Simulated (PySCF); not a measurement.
C3H8O2Si. Atoms are numbered in the order given.

```xyz
14

C      2.1609     0.6174     0.6261
C      0.9845     0.2903    -0.2708
O      0.9333    -1.1335    -0.5692
C     -0.4777    -1.4416    -0.6188
Si    -0.8014     0.1405     0.3877
O     -2.0182     1.2219     0.0292
H      2.2042     1.7010     0.8219
H      2.0863     0.0915     1.5909
H      3.1095     0.3178     0.1506
H      1.0594     0.8687    -1.2161
H     -0.8630    -1.4435    -1.6588
H     -0.6735    -2.4338    -0.1806
H     -0.8948    -0.0517     1.8583
H     -2.1350     1.4781    -0.8932
```
Charge 0, spin multiplicity 1.

The structure is a stationary point at B3LYP-D3(BJ)/def2-SVP. The structure was generated by enumeration; whether it is a known compound was not checked. Other conformers were not sampled.

Method: r2SCAN/def2-TZVP run with PySCF.

Atomic charges (e):

```tsv
atom	meta-Löwdin	Mulliken
C1	[?]	-0.31
C2	-0.12	-0.02
O3	-0.40	-0.29
C4	-0.27	-0.17
Si5	0.97	0.51
O6	[?]	-0.55
H7	[?]	0.10
H8	[?]	0.10
H9	[?]	0.11
H10	[?]	0.05
H11	0.10	0.08
H12	0.12	0.10
H13	-0.11	-0.03
H14	[?]	0.32
```

### Question
Some entries are withheld; supply them. (An estimate is asked for; the answer gives what the named calculation found.)

### Answer

- C1, meta-Löwdin: -0.34
- O6, meta-Löwdin: -0.73
- H7, meta-Löwdin: 0.12
- H8, meta-Löwdin: 0.11
- H9, meta-Löwdin: 0.12
- H10, meta-Löwdin: 0.09
- H14, meta-Löwdin: 0.35

### Question
Give the Mayer and Wiberg (Löwdin basis) orders of the bonds. (Estimate from the structure and the level; the computed values follow.)

### Answer

| bond | Mayer | Wiberg |
|---|---|---|
| C1–C2 | 0.98 | 1.32 |
| C2–O3 | 0.94 | 1.36 |
| O3–C4 | 0.95 | 1.42 |
| C2–Si5 | 0.94 | 0.99 |
| C4–Si5 | 0.94 | 1.07 |
| Si5–O6 | 1.17 | 1.68 |
| C1–H7 | 0.96 | 0.90 |
| C1–H8 | 0.97 | 0.90 |
| C1–H9 | 0.97 | 0.90 |
| C2–H10 | 0.92 | 0.84 |
| C4–H11 | 0.93 | 0.90 |
| C4–H12 | 0.95 | 0.91 |
| Si5–H13 | 0.93 | 0.90 |
| O6–H14 | 0.88 | 1.02 |
